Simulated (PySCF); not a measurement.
## Spinor energies of Pd²⁺ (palladium, charge +2)

Start: [Kr] 4d8; 4d3/2 filled at m_j = -1/2, +1/2, +3/2; 4d5/2 filled at m_j = -3/2, -1/2, +1/2, +3/2, +5/2. Calculated with PySCF 2.14 in x2c-SVPall-2c with one added diffuse shell each of s, p, d type (7s9p7d1f, 76 functions): generalised Hartree-Fock with the X2C-1e Hamiltonian and a Gaussian nucleus; one run each with spin-orbit coupling (SO) switched off, then screened by Boettger's factors. This is a chosen level, not necessarily the ground level.

```csv
spinor shell,electrons,"ε, spin-free (eV)","ε, screened SO (eV)",weight of nominal j (screened SO),"rms radius, screened SO (bohr)"
1s1/2,2,-24497.4,-24495.7,1.000,0.0366
2s1/2,2,-3681.7,-3681.2,1.000,0.150
2p1/2,2,-3297.6,-3408.1,1.000,0.130
2p3/2,4,-3297.6,-3246.3,1.000,0.135
3s1/2,2,-720.81,-720.64,1.000,0.403
3p1/2,2,-591.14,-611.06,1.000,0.399
3p3/2,4,-591.14,-581.77,1.000,0.410
3d3/2,4,-385.38,-388.91,0.997,0.387
3d5/2,6,-385.38,-382.82,0.998,0.390
4s1/2,2,-130.38,-130.32,1.000,1.01
4p1/2,2,-90.680,-95.276,0.948,1.10
4d5/2,5,-34.427,-34.326,0.616,1.49
4d3/2,3,-34.427,-34.617,0.646,1.48
```

(1) Where does 4p3/2 lie, and what is the 4p spin-orbit splitting (screened SO)?

```
   quantity    spin-free  screened SO
E (hartree)  -5040.99308  -5041.83229
        M_J            4            4
       ⟨J²⟩       20.007       20.007
       ⟨L²⟩       12.006       12.063
       ⟨S²⟩        2.002        2.002
```

Each row is a mean over spinors that exchange with the open shell spreads, by up to 7.962 eV (4p3/2).

Rows whose weight is well below 1 are mixtures of j = l ± 1/2: exchange outweighs spin-orbit coupling there, and the label is only the starting occupation.

Breit and QED terms are absent; they matter most for the inner s and p1/2 levels.

Densities and radii are taken from the X2C orbitals without a picture-change correction, which distorts them close to the nucleus.

Without spin-orbit coupling the j labels of p, d and f shells carry no meaning; the spin-free column gives the mean over the occupied spinors of each nl shell.

## Answers

(1) At -88.433 eV, 6.843 eV above 4p1/2.
